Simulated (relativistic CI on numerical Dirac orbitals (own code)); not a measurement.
# Gd II: calculation against measurement

Computed by Dirac-Coulomb-Breit CI, orbitals from a KLI potential per configuration, model QED, valence Slater integrals scaled by 0.85, P86 correlation energy added to each configuration (own radial code, finite nucleus).

Configurations in the expansion (outside the closed core [Xe]): 4f7.5d.6s, 4f8.6s, 4f8.5d, 4f8.7s, 4f6.6s.7s2. The list is cut by size and lacks configurations that can hold low levels.

| Configuration | Term (tabulated) | J | Measured (cm⁻¹) | Computed | Error | Purity (%) |
| --- | --- | --- | --- | --- | --- | --- |
| 4f7.5d.6s | 10D° | 5/2 | 0.0 | 0 | 0 | 97 |
| 4f7.5d.6s | 10D° | 7/2 | 261.8 | 223 | -38 | 96 |
| 4f7.5d.6s | 10D° | 9/2 | 633.3 | 535 | -99 | 96 |
| 4f7.5d.6s | 10D° | 11/2 | 1158.9 | 959 | -200 | 96 |
| 4f7.5d.6s | 10D° | 13/2 | 1935.3 | 1540 | -395 | 97 |
| 4f8.6s | 8F | 13/2 | 7992.3 | 26108 | 18116 | 96 |
| 4f8.6s | 8F | 11/2 | 9092.5 | 27434 | 18341 | 78 |
| 4f8.6s | 6F | 11/2 | 9943.8 | 28508 | 18564 | 77 |
| 4f8.6s | 8F | 9/2 | 10292.6 | 28553 | 18261 | 90 |
| 4f8.6s | 8F | 7/2 | 11084.3 | 29347 | 18262 | 92 |
| 4f8.6s | 6F | 9/2 | 11343.5 | 30063 | 18720 | 91 |
| 4f8.6s | 8F | 5/2 | 11669.9 | 29940 | 18270 | 93 |
| 4f8.6s | 8F | 3/2 | 12071.8 | 30351 | 18279 | 94 |
| 4f8.6s | 8F | 1/2 | 12309.5 | 30595 | 18285 | 94 |
| 4f8.6s | 6F | 7/2 | 12318.3 | 31077 | 18759 | 92 |
| 4f8.6s | 6F | 5/2 | 13030.8 | 31826 | 18795 | 93 |
| 4f8.6s | 6F | 3/2 | 13515.2 | 32334 | 18819 | 94 |
| 4f8.6s | 6F | 1/2 | 13800.3 | 32634 | 18833 | 94 |

Measured levels from NIST Handbook of Basic Atomic Spectroscopic Data (Sansonetti and Martin, J. Phys. Chem. Ref. Data 34, 1559 (2005)); pairs were made by configuration, J and term (by order where the table uses no LS term), so strongly mixed levels may be paired wrongly.

Mean error by configuration (cm⁻¹): 4f7.5d.6s -183; 4f8.6s 18485. Over the excited levels the mean absolute error is 14179 cm⁻¹ (17 of the 54 excited levels that our extract of the source holds in range could be paired, and the others can miss by more), and the median relative error of those above 1,000 cm⁻¹ is 150 %. Some levels of the ground configuration have no partner.
